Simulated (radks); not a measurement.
The numbers below are computed, except where a source is named.
Problem. These are the eigenvalues of the occupied orbitals of an atom or ion with whole-number occupations (eV). Level of theory: scalar-relativistic Kohn-Sham, PBEsol, spin-polarised, spherical densities, finite nucleus; Fermi nuclear charge, rms radius of each element as measured or else 0.836 A^(1/3) + 0.57 fm (a radial shooting solver on a logarithmic mesh with Libxc functionals).

| orbital | eigenvalue |
|---|---|
| 1s up | -78626.48 |
| 1s down | -78625.96 |
| 2s up | -14024.19 |
| 2s down | -14023.92 |
| 2p up | -12194.06 |
| 2p down | -12193.64 |
| 3s up | -3485.051 |
| 3s down | -3484.741 |
| 3p up | -2951.736 |
| 3p down | -2951.382 |
| 3d up | -2372.441 |
| 3d down | -2372.091 |
| 4s up | -942.7424 |
| 4s down | -942.1521 |
| 4p up | -767.4613 |
| 4p down | -766.8100 |
| 4d up | -554.2600 |
| 4d down | -553.4447 |
| 5s up | -335.5810 |
| 5s down | -330.7168 |
| 4f up | -316.3978 |
| 4f down | -315.1935 |
| 5p up | -282.8600 |

Which element is it, and in what charge state? The configuration may be excited. Open shells, if any, are filled with parallel spins first.

Solution. Z = 78, platinum, charge +13: Pt13+ in [Kr] 4d10 4f14 5s2 5p3. The list shows which subshells hold electrons but not how many an open one holds; the 1s level, -2889.5 hartree, gives Z - s = 76.0 by -(Z - s)^2/2, which with screening and relativity narrows Z to a few neighbours, and the depths of the outer levels then fix element, charge and occupations together.
